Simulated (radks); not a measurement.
Spherical quantum dot in the effective-mass picture: electrons in a hard-walled sphere of radius 6, with a point charge +1 (a donor) at the centre, all in effective atomic units (hartree* = m*/eps^2 hartree, bohr* = eps/m* bohr), one dielectric constant everywhere. Calculated with a radial shooting solver with Libxc functionals: non-relativistic Kohn-Sham, exchange-only LDA, spin-polarised, spherical densities. Levels are named by radial order and angular momentum (1s, 1p, 1d, 2s, ...), and open shells are averaged over m. Results are scaled to m* = 0.627 and eps = 10.6, for which hartree* = 151.8 meV and bohr* = 0.8946 nm. Each electron was tried in the lowest free levels, single moves between levels near the top were tried too, and the lowest total energy was kept; such a search can miss a lower state. At N = 1 the Hartree and exchange-correlation terms need not cancel, so that row can carry a self-interaction error.

\begin{tabular}{lrrrrrrr}
N & open shells & 2S & E (meV) & mu = E(N) - E(N-1) (meV) & addition energy mu(N+1) - mu(N) (meV) & e(HOMO) (meV) & rms radius (nm) \\ \hline
1 & 1s(up 1, down 0) & 1 & -69.1739 & -69.174 & 78.09 & -36.681 & 1.608 \\
2 & none & 0 & -60.2533 & 8.9207 & 68.75 & 27.488 & 2.133 \\
3 & 1p(up 1, down 0) & 1 & 17.4181 & 77.671 & 30.13 & 92.333 & 2.685 \\
4 & 1p(up 2, down 0) & 2 & 125.224 & 107.81 & 31.40 & 123.43 & 2.955 \\
5 & 1p(up 3, down 0) & 3 & 264.426 & 139.20 & 45.16 & 155.00 & 3.128 \\
6 & 1p(up 3, down 1) & 2 & 448.793 & 184.37 & 27.99 & 197.86 & 3.256 \\
7 & 1p(up 3, down 2) & 1 & 661.145 & 212.35 & 29.69 & 227.07 & 3.354 \\
8 & none & 0 & 903.192 & 242.05 & 46.01 & 257.10 & 3.433 \\
9 & 2s(up 1, down 0) & 1 & 1191.25 & 288.06 & 36.83 & 306.39 & 3.478 \\
10 & 1d(up 1, down 0) 2s(up 1, down 0) & 2 & 1516.14 & 324.89 & 29.60 & 339.66 & 3.543 \\
11 & 1d(up 2, down 0) 2s(up 1, down 0) & 3 & 1870.62 & 354.49 & 29.74 & 369.40 & 3.597 \\
12 & 1d(up 3, down 0) 2s(up 1, down 0) & 4 & 2254.85 & 384.23 & 28.98 & 401.04 & 3.645 \\
13 & 1d(up 5, down 0) & 5 & 2668.06 & 413.21 & 31.52 & 427.40 & 3.716 \\
14 & 1d(up 5, down 0) 2s(up 1, down 0) & 6 & 3112.79 & 444.73 & 39.88 & 464.35 & 3.722 \\
15 & 1d(up 5, down 1) 2s(up 1, down 0) & 5 & 3597.40 & 484.61 & 28.77 & 498.94 & 3.756 \\
16 & 1d(up 5, down 2) 2s(up 1, down 0) & 4 & 4110.77 & 513.38 & 29.00 & 528.00 & 3.786 \\
17 & 1d(up 5, down 3) 2s(up 1, down 0) & 3 & 4653.15 & 542.37 & 29.14 & 559.81 & 3.814 \\
18 & 1d(up 5, down 4) 2s(up 1, down 0) & 2 & 5224.66 & 571.51 & 29.23 & 591.59 & 3.839 \\
19 & 2s(up 1, down 0) & 1 & 5825.40 & 600.74 & 53.89 & 623.31 & 3.862 \\
20 & 2s(up 1, down 0) 1f(up 1, down 0) & 2 & 6480.03 & 654.63 & 28.96 & 669.10 & 3.886 \\
21 & 2s(up 1, down 0) 1f(up 2, down 0) & 3 & 7163.62 & 683.59 & 29.00 & 698.08 & 3.908 \\
22 & 2s(up 1, down 0) 1f(up 3, down 0) & 4 & 7876.21 & 712.59 & 29.03 & 727.10 & 3.929 \\
23 & 2s(up 1, down 0) 1f(up 4, down 0) & 5 & 8617.83 & 741.62 & 29.05 & 756.14 & 3.948 \\
24 & 2s(up 1, down 0) 1f(up 5, down 0) & 6 & 9388.50 & 770.67 & 29.06 & 785.20 & 3.966 \\
25 & 2s(up 1, down 0) 1f(up 6, down 0) & 7 & 10188.2 & 799.73 & - & 814.26 & 3.983 \\
\end{tabular}

All shells are closed at N = 2, 8 (there: 1s2 1p6); the second difference of the energy has clear peaks (12 % above both neighbours; the first and last values, which can be the largest, are not judged, and half-filled shells can peak too) at N = 5, 8, 14, 19.
